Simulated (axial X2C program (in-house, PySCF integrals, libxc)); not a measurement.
## CaF⁺: cheaper levels and CCSD(T), 2c

Calculated with an axial X2C code built on PySCF integrals. Two-component (2c) means X2C with spin–orbit coupling and atomic mean-field two-electron Coulomb and Gaunt terms. Basis: Ca dyall-cv3z [11s12p6d4f], F dyall-av3z [7s6p3d2f] (cores contracted in-house); Gaussian nuclei, density fitting, unrestricted open shells. Masses: Ca 39.963 u, F 18.998 u.

State: Ω = 0 (closed shell); fragments Ca+ + F.

| level | Re (Å) | ωe (cm⁻¹) | De (eV) |
| --- | --- | --- | --- |
| PBE0 | 1.859 | 700.1 | 5.84 |
| HF | 1.896 | 684.7 | 3.71 |
| MP2 | 1.916 | 653.0 | 6.01 |
| CCSD | 1.913 | 661.2 | 5.55 |
| TPSSh | 1.864 | 698.6 | 6.11 |

Correlated methods: 8 electrons correlated (number of frozen shells: Ca 3 s, 2 p; F 1 s), 250 virtual spin orbitals or spinors in MP2, 86 natural virtuals in coupled cluster.

CCSD(T), same Hamiltonian and basis:

Re = 1.916 Å, ωe = 656.1 cm⁻¹, De = 5.70 eV; T1 = 0.015 (Lee–Taylor normalisation).

(1) Give the differences from CCSD(T) in the columns below.

The state is one determinant whose occupation by symmetry is held fixed; it was picked as the lowest of a PBE0 search that is not exhaustive. Closed shells are restricted here (equal orbitals for both partners); the stretched side of such a curve lies too high. De is counted from the lowest determinant-based energies of the atoms at the same level, without counterpoise correction. Coupled cluster ran in a truncated set of natural virtual spinors; the MP2 energy of the rest was added. (T) has no such correction and the atoms are truncated less, which lowers De at CCSD(T) by a hundredth of an eV or more. The 2c atoms are single determinants rather than J levels; their spin–orbit lowering is only partly caught, and De is too large by that part. This holds for PBE0, TPSSh. Without a current term, density functionals place determinants with orbital angular momentum somewhat too high. The outer-core s and p shells of the metal are frozen in the correlated rows, which leaves out core–valence correlation; for alkali and alkaline-earth bonds that tends to lengthen them.

Answers

(1) 

```
level  ΔRe (Å)  Δωe (cm⁻¹)  ΔDe (eV)
 PBE0   -0.057          44      0.14
   HF   -0.020          29     -1.99
  MP2    0.000          -3      0.31
 CCSD   -0.003           5     -0.15
TPSSh   -0.052          42      0.41
```
